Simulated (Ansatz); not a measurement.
Reaction (formal exchange of groups at the Sn–Si bond): `[CH3][SnH2][SiH2]S` + `F[SiH3]` → `[CH3][SnH2][SiH2]F` + `[SiH3]S`

Computed with Ansatz on PBE0-D4/def2-TZVP structures; ΔE is electronic, products minus reactants. CCSD(T)/CBS adds triple-zeta CCSD(T) − MP2 to the extrapolated MP2 energy (def2 sets, frozen cores). This one scheme is used for every species. Functionals use def2-TZVPP. B3LYP here is the variant with VWN-RPA as its local correlation; programs differ in this. def2 core potentials past Kr. For Sn outer-core shells are correlated without core-valence functions, which leaves a few kJ/mol of doubt a bond. One conformer a species, not always the lowest.

`[CH3][SnH2][SiH2]S`:

Cartesian coordinates in Å:
```
C -0.013 2.062 -0.244
Sn 1.080 0.276 0.207
Si -0.308 -1.768 -0.484
S -2.186 -1.760 0.563
H -0.112 2.173 -1.323
H 0.509 2.930 0.159
H -1.006 2.001 0.201
H 1.356 0.194 1.897
H 2.604 0.306 -0.575
H -0.706 -1.691 -1.915
H 0.420 -3.049 -0.274
H -1.639 -1.673 1.787
```

`F[SiH3]`:

Cartesian coordinates in Å:
```
F 0.496 0.291 1.449
Si -0.013 -0.008 -0.038
H 1.106 0.252 -0.974
H -1.155 0.891 -0.328
H -0.435 -1.426 -0.110
```

`[CH3][SnH2][SiH2]F`:

Z-matrix (Å, degrees):
```
C
Sn 1 2.144
H 1 1.090 2 109.7
H 1 1.090 2 109.8 3 -120.0
H 1 1.090 2 109.9 3 120.0
Si 2 2.570 1 110.8 3 178.9
H 2 1.713 1 109.4 3 -60.9
H 2 1.711 1 109.5 3 57.1
F 6 1.610 2 108.9 1 -57.7
H 6 1.487 2 112.8 1 -177.0
H 6 1.488 2 111.7 1 60.5
```

`[SiH3]S`:

Z-matrix (Å, degrees):
```
Si
S 1 2.137
H 1 1.485 2 111.6
H 1 1.485 2 111.6 3 -122.0
H 1 1.482 2 104.8 3 119.0
H 2 1.344 1 94.7 3 60.9
```

```tsv
level	ΔE (kJ/mol)	difference from CCSD(T)/CBS
r2SCAN-D4	10.9	-2.9
PBE0-D4	11.5	-2.3
B3LYP-D4	11.4	-2.4
ωB97X-V	9.9	-3.9
PBE	8.0	-5.8
B3LYP	7.2	-6.6
MP2/def2-TZVPP	16.2	2.4
HF/def2-QZVPP	8.2	-5.6
HF/CBS(def2)	8.2	-5.6
MP2/CBS(def2)	17.0	3.2
CCSD(T)/CBS	13.8	0
```

Largest T1 diagnostic among the species: 0.012.

The D4 term adds +4.2 kJ/mol with B3LYP and +2.5 kJ/mol with PBE0; it sums over pairs of atoms, weighted by their polarisabilities, and B3LYP, whose exchange is more repulsive, gets the larger term. In def2-TZVPP, CCSD(T) changes the Hartree–Fock value by +4.5 kJ/mol (the triples alone add +1.2 kJ/mol) and MP2 by +7.8 kJ/mol.
